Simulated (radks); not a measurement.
Question: Ionisation ladder of silver, from Ag XLV to Ag XLVII. Each ion is in the ground configuration listed by NIST, and IE = E(next ion) - E(this ion), with E = 0 for the bare nucleus. All-electron calculation, non-relativistic Kohn-Sham, LDA (Slater exchange, Perdew-Wang correlation), spin-unpolarised, spherical densities, point nucleus; relativity is left out, which matters for an element this heavy; without spin polarisation the odd electron is poorly described. Program: a radial shooting solver on a logarithmic mesh with Libxc functionals.

| species | configuration | IE, Delta-SCF (eV) | -e(HOMO) (eV) | HOMO |
|---|---|---|---|---|
| Ag XLV | [He] 2s1 | 6993.0 | 6917.1 | 2s |
| Ag XLVI | [He] | ? | 28926 | 1s |
| Ag XLVII | 1s1 | 29931 | 29623 | 1s |

Estimate the withheld Delta-SCF values.

Answer: Ag XLVI: 29278 eV (NIST 30097.3).
